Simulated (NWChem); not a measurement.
System: Si$_{2}$H$_{4}$OCl$_{2}$; SMILES Cl[SiH2]O[SiH2]Cl

Input file for NWChem:

```
start job
memory heap 200 mb stack 900 mb global 1100 mb
geometry units angstroms noautoz
  Si    -0.883652    -1.286532    -0.425735
  Cl     0.147286    -2.182904     1.140984
  O      0.004010    -0.001587    -1.017550
  Si     0.885190     1.286567    -0.423097
  Cl    -0.153588     2.178845     1.140843
  H     -2.203413    -0.814052     0.096306
  H     -1.026839    -2.275083    -1.536342
  H      1.028171     2.275989    -1.532979
  H      2.205146     0.818744     0.102622
end
basis spherical
  Si library 6-31g*
  Cl library 6-31g*
  O library 6-31g*
  H library 6-31g*
end
dft
  xc pw6b95
  iterations 150
  mulliken
end
task dft energy
```

Structure relaxed at the PBE-D3(BJ)/def2-SVP level.

Problem. Give the results of this calculation. (PW6B95/6-31G* (spherical d).) Quantities: energy (Ha); highest occupied level (eV); orbital gap (eV); dipole (D).

Solution. The energy (Ha) comes out as -1578.43 and the highest occupied level (eV) is -9.03. The orbital gap (eV) is 9.13 and the dipole (D) is 1.75.
